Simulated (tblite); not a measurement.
`F/C([CH]C(F)(F)F)=C\CCl` [radical] (doublet state). Computed geometry: GFN2-xTB, gas phase. This method treats the open shell by occupation alone, without spin polarisation.

```
atom  x, y, z in Å
F1     0.0847    1.3535    0.5060
C2     0.0100    0.0786    0.0907
C3    -1.2404   -0.4792   -0.0310
C4    -2.4871    0.2728    0.2847
F5    -2.5463    0.6792    1.5663
F6    -2.6467    1.3771   -0.4646
F7    -3.5728   -0.4866    0.0785
C8     1.2057   -0.5749   -0.1558
C9     2.5159    0.0791   -0.0705
Cl10   3.1619    0.2233   -1.7653
H11   -1.3618   -1.4939   -0.3623
H12    1.1646   -1.5949   -0.5001
H13    3.2499   -0.5223    0.4657
H14    2.4616    1.0876    0.3355
```

(1) What is the longest distance between nuclei?

(2) Work out the bond lengths F1–C2, C2=C8, C4–F7, C8–C9, C8–H12 in bohr.

(3) What is the repulsion energy of the bare nuclei, Σ ZA·ZB/RAB?

(4) Give the dihedral angles H11–C3–C4–F5, C2–C3–C4–F6, C3–C2–C8–C9, C3–C2–C8–H12, H12–C8–C9–H14, C2–C8–C9–H13.

(5) What are the angles C2–C3–H11, F5–C4–F7, F6–C4–F7, C3–C4–F7, H13–C9–H14, C8–C9–H14?

(6) Where is the centre of mass (commonest isotopes), and what is the radius of gyration?

(7) Write the matrix of distances between heavy atoms (Å, lower triangle).

## Answers

(1) F7···Cl10, 7.02 Å; the next longest distance is 6.83 Å.

(2) For F1–C2 the difference vector is (-0.0747, -1.2749, -0.4153) Å, of length 1.3429 Å. 1 bohr = 0.529177 Å. F1–C2 2.538; C2=C8 2.617; C4–F7 2.534; C8–C9 2.772; C8–H12 2.036 bohr.

(3) 621.80 Eh over 91 pairs, with full nuclear charges and distances in bohr; the largest single term is 29.67 Eh (C9 with Cl10).

(4) H11–C3–C4–F5 119° (anticlinal); C2–C3–C4–F6 60° (synclinal); C3–C2–C8–C9 177° (antiperiplanar); C3–C2–C8–H12 2° (synperiplanar); H12–C8–C9–H14 -177° (antiperiplanar); C2–C8–C9–H13 135° (anticlinal). Dihedral signs follow IUPAC: positive where, seen along the central bond, the front bond turns clockwise onto the rear one.

(5) From the scalar product of the two bond vectors; for C2–C3–H11 it is -0.7581 Å² over 1.3746 × 1.0743 Å², cos θ = -0.5134. C2–C3–H11 120.9°; F5–C4–F7 106.4°; F6–C4–F7 106.5°; C3–C4–F7 111.0°; H13–C9–H14 111.2°; C8–C9–H14 113.0°.

(6) Mass 174.994 u; centre at (-0.279, 0.305, -0.162) Å; Rg = √(Σ m r²/M) = 2.712 Å. As Ia + Ib + Ic = 2 Σ m r², the three principal moments sum to 2573.8 u·Å².

(7) 
```
F1    0.000
C2    1.343  0.000
C3    2.324  1.375  0.000
C4    2.798  2.512  1.490  0.000
F5    2.916  3.012  2.366  1.346  0.000
F6    2.899  3.009  2.369  1.344  2.150  0.000
F7    4.117  3.627  2.335  1.341  2.151  2.151  0.000
C8    2.327  1.385  2.451  3.814  4.315  4.330  4.785  0.000
C9    2.805  2.511  3.798  5.019  5.354  5.338  6.117  1.467  0.000
Cl10  3.988  3.661  4.783  6.010  6.625  6.063  7.019  2.656  1.819  0.000
```

Its GFN2-xTB frequencies are all real (lowest 26 cm⁻¹).

One conformer stands for the species.
